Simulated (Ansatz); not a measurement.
`O=CB[TeH]` + H₂ → `BC=O` + H₂Te at 400 K and 1 bar (hydrogenolysis of a B–Te bond).

Program: Ansatz. Geometries: PBE0-D4/def2-TZVP. ΔE: electronic, gas phase. CBS: MP2 limit from def2 TZ/QZ plus the TZ coupled-cluster correction, frozen cores. This one scheme is used for every species. def2 core potentials past Kr. For Te outer-core shells are correlated without core-valence functions, which leaves a few kJ/mol of doubt a bond. One conformer a species, not always the lowest.

```
    species  CCSD(T)/CBS energy (Eh)  H − E (kJ/mol)  S (J/(mol·K))
`O=CB[TeH]`               -407.52349           124.8          357.9
         H₂                 -1.17544            38.0          139.0
     `BC=O`               -139.76288           119.8          286.1
       H₂Te               -268.91024            45.0          239.1
```

H − E and S are ideal-gas, rigid-rotor, harmonic terms from PBE0-D4/def2-TZVP, for one conformer and one mirror image of each species. The MP2-based limit puts H₂ 0.8 mEh under its directly extrapolated value; such offsets cancel only in part. 1 Eh = 2625.50 kJ/mol, R = 8.31446 J/(mol·K).

Q: By hand: ΔE, ΔH, ΔS and ΔG.

A: ΔE = (-139.76288) + (-268.91024) − (-407.52349) − (-1.17544) = 0.02581 Eh = 67.8 kJ/mol. Δ(H − E) = 119.8 + 45.0 − 124.8 − 38.0 = 2.0, so ΔH = 69.8 kJ/mol. ΔS = 286.1 + 239.1 − 357.9 − 139.0 = 28.3 J/(mol·K). ΔG = 69.8 − 400 × (28.3)/1000 = 58.5 kJ/mol.

Q: By hand: the equilibrium constant, and the temperature at which ΔG would vanish if ΔH and ΔS stayed fixed.

A: log₁₀ K = −ΔG/(RT ln 10) = -7.6. ΔG = 0 at ΔH/ΔS = 2466 K.

ΔH outweighs TΔS. A doubt of 5 kJ/mol in ΔE shifts log₁₀ K by 0.7 here. Other conformers and mirror images would add mixing entropy, several J/(mol·K) or more a flexible species. Modes under 60 cm⁻¹, often nearly free rotors, make the harmonic entropy too high. These are equilibria of isolated gas molecules and say nothing of rates. Largest T1 diagnostic: 0.021 (customary marks: 0.02 for closed shells, 0.045 for open ones).
